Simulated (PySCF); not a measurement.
Vertical excitations of a molecule C₄H₅FSi from TDA-PBE/def2-SVPD (PySCF 2.14.0), as energy in eV (oscillator strength): 5.05 (0.000), 5.34 (0.468), 5.37 (0.000), 5.95 (0.004), 6.12 (0.036), 6.22 (0.000), 6.53 (0.004), 6.67 (0.061), 6.72 (0.001), 6.89 (0.005). Lowest triplet (TDA): 3.24 eV. Geometry: PBE0-D3(BJ)/def2-SVP. One conformer was computed; it need not be the lowest.

Task: Identify the compound among the candidates.
A) FC1=C[SiH2]C=C1
B) FC1=CC=C[SiH2]1
C) C#CC(=C)[SiH2]F
D) C#C/C(F)=C/[SiH3]

Result: D, C#C/C(F)=C/[SiH3]
